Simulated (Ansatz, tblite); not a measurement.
Forces on Si7 at its r2SCAN-D4/def2-SVP geometry. Total charge 0; singlet.

The xTB rows come from tblite. The restricted singlet is unstable towards broken spin symmetry in Hartree–Fock (as tested in another run); at PBE-D4/def2-TZVP this wasn't settled. Another isomer (singlet) lies 2.49 eV lower at PBE0-D4/def2-TZVP; other spin states weren't run for this one.

GFN1-xTB (tblite), largest force 1.36 eV/Å:

```xyz
7
positions Å, forces eV/Å
Si    0.543   -2.112    0.431    0.454   -1.140    0.289
Si    1.524   -0.111    0.550    0.729   -0.383    0.301
Si    2.332    1.948    0.603    0.878    1.020    0.195
Si   -2.002    1.548   -0.882   -1.004    0.574   -0.419
Si    0.120    1.743   -0.154    0.319    0.981    0.001
Si   -0.963   -0.395   -0.295   -0.712   -0.152   -0.234
Si   -1.555   -2.620   -0.253   -0.664   -0.900   -0.133
```

GFN2-xTB (tblite), largest force 2.20 eV/Å:

```
Si 0.707 -0.386 0.293
Si 1.455 -1.260 0.656
Si -0.063 0.101 -0.033
Si 0.352 0.230 0.099
Si -0.543 1.857 -0.402
Si -2.011 -0.618 -0.640
Si 0.103 0.077 0.028
```

PBE-D4/def2-TZVP (Ansatz), largest force 0.14 eV/Å:

```
Si 0.046 -0.131 0.031
Si 0.055 0.001 0.020
Si 0.068 0.080 0.015
Si -0.068 0.021 -0.026
Si 0.004 0.068 -0.007
Si -0.037 -0.031 -0.009
Si -0.068 -0.008 -0.023
```
